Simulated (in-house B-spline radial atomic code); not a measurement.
How numerical settings move a run on O VI (O5+), [He] 2s1. Computed with an all-electron radial atomic-structure program (B-spline basis): scalar-relativistic (X2C) LDA PW92, spin-polarised, spherical fractional occupations, Fermi nucleus of rms radius 2.6991 fm.

Command:
```bash
python run_scf.py task.json out
```
Settings of the sound reference run:
```
Z                8
electrons        3
configuration    [He] 2s1
hamiltonian      x2c
method           lda,pw
spin_polarised   True
nucleus          fermi
rms_radius       2.6991
mass_number      16
atomic_mass      15.99491
speed_of_light   137.036
knot_spacing     0.22
spline_order     8
gauss_points     12
box_radius       10.53
max_iterations   70
damping          0.5
damped_steps     3
diis_vectors     10
tolerance        1e-08
start            Thomas-Fermi
```

Time taken, with all properties: 0.18 s on 1 thread of Intel(R) Xeon(R) 6975P-C, with other jobs on the host.

It converges in 7 iterations to -63.736787 hartree, with 2s up at -127.594 eV. The other runs change the listed settings, some to values that make no sense; their results aren't properties of the atom or ion. Radii are in bohr (the nuclear one in fm), a minus after a letter asks for a j subshell, and «unchanged» means within 1e-8 hartree. The run stops when the residual is below 10 × tolerance × max(1, Z/10), or a noise floor if that is larger, and the energy moves by less than 1e-8 × √|E| hartree; so very loose and very tight tolerances often act alike.

| changed settings | outcome |
| --- | --- |
| diis_vectors = 1 | converged in 8 iterations, energy unchanged, 2s up level +1.4e-06 eV |
| first_knot = 0.375 | converged in 7 iterations, energy +6.09e-02 hartree from the reference, 2s up level +5.9e-02 eV |
| first_knot = 0.125 | converged in 7 iterations, energy +6.88e-03 hartree from the reference, 2s up level +6.7e-03 eV |
| electrons = 4, configuration = [He] 2s1 3p-1, max_iterations = 50 | stopped with error: j subshells need the Dirac Hamiltonian and l > 0 |
| electrons = 5, configuration = [He] 2s3, max_iterations = 75 | stopped with error: shell 2s holds at most 1 electrons (per spin) |
| first_knot = 1.25e-05, max_iterations = 50, damped_steps = 8 | converged in 11 iterations, energy -3.48e-08 hartree from the reference |
| max_iterations = 5, tolerance = 0.01 | not converged after 5 iterations, last residual 5.1e-04, last energy +1.20e-06 hartree from the reference |
| knot_spacing = 1, spline_order = 5, max_iterations = 50, diis_vectors = 2, start = bare nucleus | converged in 7 iterations, energy +2.30e-01 hartree from the reference, 2s up level -8.9e-04 eV |
| diis_vectors = 0 | converged in 18 iterations, energy unchanged, 2s up level +7.2e-07 eV |
| diis_vectors = 20 | converged in 7 iterations, energy unchanged |
| gauss_points = 3, max_iterations = 50, damping = 0, tolerance = 1e-06 | converged in 15 iterations, energy -3.21e+04 hartree from the reference, 2s up level -2.6e+02 eV |

What happens with first_knot = 0.0125?

Converged in 7 iterations, energy +5.63e-05 hartree from the reference, 2s up level +5.5e-05 eV.

What happens with first_knot = 0.0375?

Converged in 7 iterations, energy +6.13e-04 hartree from the reference, 2s up level +5.9e-04 eV.

What happens with first_knot = 0.00125?

Converged in 7 iterations, energy +4.03e-06 hartree from the reference, 2s up level +4.1e-06 eV.

What happens with hamiltonian = dirac, method = hf?

Stopped with error: spin polarisation is not served with the Dirac Hamiltonian.
